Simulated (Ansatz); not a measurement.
BH2Br (SMILES [H]B([H])Br): the energy, rung by rung

BH2Br: 4 atoms, total charge 0, spin state singlet. As SMILES, `[H]B([H])Br`. The coordinates come from a GFN2-xTB relaxation.

```xyz
4

B     0.0910    0.1509   -0.0004
H     1.2598    0.1091    0.0153
H    -0.4901    1.1658   -0.0191
Br   -0.8607   -1.4257    0.0043
```

Quantity: the energy change with the B1–H2 bond stretched from 1.170 to 1.754 Å, in eV. The values are calculated.

```csv
level,kind,program,value (eV),less FCI/STO-3G
BLYP/STO-3G (restricted),GGA,Ansatz,2.27,-0.04
r2SCAN/STO-3G (restricted),meta-GGA,Ansatz,2.50,+0.19
B3LYP/STO-3G (restricted),global hybrid,Ansatz,2.50,+0.19
HSE06/STO-3G (restricted),range-separated hybrid,Ansatz,2.58,+0.27
wB97X/STO-3G (restricted),range-separated hybrid,Ansatz,2.65,+0.34
RPA@PBE/STO-3G (restricted),RPA,Ansatz,2.27,-0.04
MP2/STO-3G (restricted),perturbation theory,Ansatz,2.66,+0.35
CCSDT/STO-3G (restricted),coupled cluster or CI,Ansatz,2.31,0.00
FCI/STO-3G,exact in the basis,Ansatz,2.31,0.00
```

FCI/STO-3G is exact within its basis and frozen core, so for wave-function methods in that basis the difference is their error; functionals converge differently with the basis, so for them it is only a difference. All-electron rows without a relativistic Hamiltonian named are non-relativistic. The first shape isn't each level's own minimum. The values span 2.27 to 2.66 eV. All rows use very small basis sets, so even the best lies far from the true value. In the correlated wave-function rows the outer d shell of Br is correlated, in sets not made for it.
